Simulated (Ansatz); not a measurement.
```yaml
crystal:
  periodic: [false, false, false]
  atoms:
    - {symbol: N, position_ang: [1.022608, 1.041648, 1.309450]}
    - {symbol: Zr, position_ang: [-0.026051, 0.161577, -0.211401]}
    - {symbol: N, position_ang: [-1.834359, -0.394009, 0.568439]}
    - {symbol: N, position_ang: [0.963591, -1.564439, -0.689036]}
    - {symbol: O, position_ang: [-0.218131, 1.334534, -1.738200]}
    - {symbol: H, position_ang: [1.816971, 1.658143, 1.204554]}
    - {symbol: H, position_ang: [0.747272, 1.034004, 2.281456]}
    - {symbol: H, position_ang: [-2.092432, -1.339539, 0.813560]}
    - {symbol: H, position_ang: [-2.652828, 0.194132, 0.648013]}
    - {symbol: H, position_ang: [0.880842, -2.075732, -1.557263]}
    - {symbol: H, position_ang: [1.714938, -1.968551, -0.147850]}
    - {symbol: H, position_ang: [-0.322412, 1.918242, -2.481713]}
basis:
  gaussian: {orbitals: def2-mTZVP, fitting: {mean_field: cc-pVTZ-jkfit}, final_grid: {core_spheres: 5, valence_spheres: 4, degree: 11}}
magnetization: {spin_polarized: false, initial_magnetization: 2}
hamiltonian: {xc: {name: SPW92}}
```

```sh
$ ansatz run in.yaml --threads 4 --pin off --events-out ev --progress --plain --max-ram 11315MiB
```

Task: How does Ansatz answer? (An estimate is asked.)

Result: Ansatz gave: The program refused the input.
```
Functional definition: SPW92
Error: <dir> the basis set cc-pVTZ-JKFIT has no functions for Zr
```
